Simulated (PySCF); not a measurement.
## Radial density of F (fluorine, neutral)

HSE06, [He] 2s2 2p5, 2P determinant. Computed with PySCF 2.14 in x2c-QZVPPall with one added diffuse shell each of s, p, d, f type (8s5p4d3f1g, 73 functions), with scalar relativity by spin-free X2C-1e.

| r (bohr) | 4πr²ρ (e/bohr) | 4πr²(ρα − ρβ) |
| --- | --- | --- |
| 0.00352 | 0.06964 | 0.0000 |
| 0.00592 | 0.1858 | 0.0000 |
| 0.00995 | 0.4825 | 0.0001 |
| 0.0167 | 1.196 | 0.0002 |
| 0.0282 | 2.734 | 0.0005 |
| 0.0474 | 5.454 | 0.0022 |
| 0.0796 | 8.664 | 0.0106 |
| 0.134 | 9.501 | 0.0511 |
| 0.225 | 6.200 | 0.2020 |
| 0.379 | 4.174 | 0.5618 |
| 0.638 | 6.055 | 0.9052 |
| 1.07 | 4.815 | 0.6694 |
| 1.80 | 1.422 | 0.1805 |
| 3.03 | 0.1337 | 0.0120 |
| 5.10 | 0.002595 | 0.0000 |

Densities and radii are taken from the X2C orbitals without a picture-change correction, which distorts them close to the nucleus.
